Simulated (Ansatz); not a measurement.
A nudged elastic band was laid between two geometries of C3H6OSSi (12 atoms, charge 0, multiplicity 1).

The calculation used Ansatz, RKS PBE0-D4/STO-3G.

* movable images: 7
* climbing image: yes
* spring: 5.0 eV/Å²
* optimiser: quadratic models (default)
* start path: IDPP
* force threshold: 0.05 eV/Å
* iteration limit: 47
* end points: relaxed

First end point:

```xyz
12
Properties=species:S:1:pos:R:3
C -0.705 -1.121 0.666
C -0.069 -0.144 0.010
Si 1.775 -0.172 -0.297
C -0.814 1.009 -0.679
O -0.361 1.512 -1.731
S -2.340 1.616 0.069
H -0.169 -1.969 1.105
H -1.794 -1.143 0.791
H 2.344 1.113 0.032
H 2.040 -0.473 -1.684
H 2.364 -1.192 0.536
H -2.194 0.910 1.215
```

Last end point:

```xyz
12
Properties=species:S:1:pos:R:3
C -0.908 -1.291 0.772
C -0.324 -0.227 0.204
Si 1.537 -0.118 0.086
C -1.298 0.872 -0.273
O -2.470 0.927 0.155
S -0.703 2.072 -1.485
H -0.343 -2.139 1.175
H -2.001 -1.345 0.861
H 1.996 1.169 0.551
H 1.979 -0.300 -1.278
H 2.102 -1.163 0.905
H 0.510 1.489 -1.640
```

What changes between the two ends?

No bond is made or broken. The dihedral Si3–C2–C4–S6 goes from -152 to 21°.

Give the energies along the band, and the barrier.

The run converged. The highest image is number 4 of 0 to 8, 6.8 kJ/mol above the first end and 1.7 kJ/mol above the last; the last end lies 5.1 kJ/mol above the first. A vibrational analysis at the climbing image gives no mode beyond 40i cm⁻¹: the surface is too flat there to confirm a saddle point. Limits of this set-up: minimal basis.

```tsv
image	path coordinate (Å)	energy (kJ/mol)	dihedral Si3–C2–C4–S6 (°)
0	0.00	0.0	-152
1	0.91	1.8	-131
2	1.82	5.2	-108
3	2.74	6.7	-85
4	3.65	6.8	-65
5	4.56	6.3	-45
6	5.47	5.2	-24
7	6.38	5.2	-1
8	7.29	5.1	21
```

What is the geometry of the highest image?


```xyz
12
Properties=species:S:1:pos:R:3:forces:R:3
C -0.831 -1.456 0.246 0.00 0.00 0.00
C -0.223 -0.324 -0.120 0.00 0.00 0.00
Si 1.588 -0.014 0.223 0.00 0.00 0.00
C -1.041 0.710 -0.920 0.01 0.00 0.00
O -1.538 0.461 -2.036 0.00 0.00 0.00
S -1.241 2.323 -0.125 0.00 0.00 0.00
H -0.311 -2.250 0.794 0.00 0.00 0.00
H -1.887 -1.651 0.023 0.00 0.00 0.00
H 1.745 1.130 1.090 0.00 0.00 0.00
H 2.278 0.248 -1.017 0.00 0.00 0.00
H 2.144 -1.181 0.863 0.00 0.00 0.00
H -0.606 1.949 1.013 0.00 0.00 0.00
```

The band took 12 iterations and of the order of 4 core-minutes.

Run time: 4.1 min on 1 thread of Arm Neoverse V2 (shared host), peak memory 0.12 GiB.
